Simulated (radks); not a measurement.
Pd, 46 electrons, occupied as [Kr] 4d8.5 5p1.5 (fractional occupations, a model configuration). All-electron calculation, scalar-relativistic Kohn-Sham, PBE, spin-polarised, spherical densities, point nucleus; open shells are filled with parallel spins first (spin-orbit coupling, left out, can overturn this in heavy ions). Program: a radial shooting solver on a logarithmic mesh with Libxc functionals.

Unscreened Slater integrals over Kohn-Sham orbitals (cm^-1). They are taken over the spin-up orbitals.

integral,value
"F0(5p,5p)",47214
"F2(5p,5p)",24370
"F0(5p,4d)",60946
"F2(5p,4d)",14441
"G1(5p,4d)",6353.2
"G3(5p,4d)",4875.6
"F0(5p,4p)",62222
"F2(5p,4p)",9691.6
"G0(5p,4p)",1646.4
"G2(5p,4p)",2050.7
"F0(5p,4s)",62503
"G1(5p,4s)",2254.2
"F0(4d,4d)",139470
"F2(4d,4d)",68292
"F4(4d,4d)",44245
"F0(4d,4p)",159750
"F2(4d,4p)",77208
"G1(4d,4p)",96443
"G3(4d,4p)",58661
"F0(4d,4s)",164810
"G2(4d,4s)",70052
"F0(4p,4p)",190510
"F2(4p,4p)",99821
"F0(4p,4s)",199030
"G1(4p,4s)",134940
"F0(4s,4s)",208940

Derived for the open shells (J is the average intra-shell exchange parameter used in DFT+U). 4d: Racah B = F2/49 - 5 F4/441 = 892.1 cm^-1, C = 35 F4/441 = 3512 cm^-1, C/B = 3.94, F4/F2 = 0.648, J = (F2 + F4)/14 = 8038 cm^-1. 5p: J = F2/5 = 4874 cm^-1.
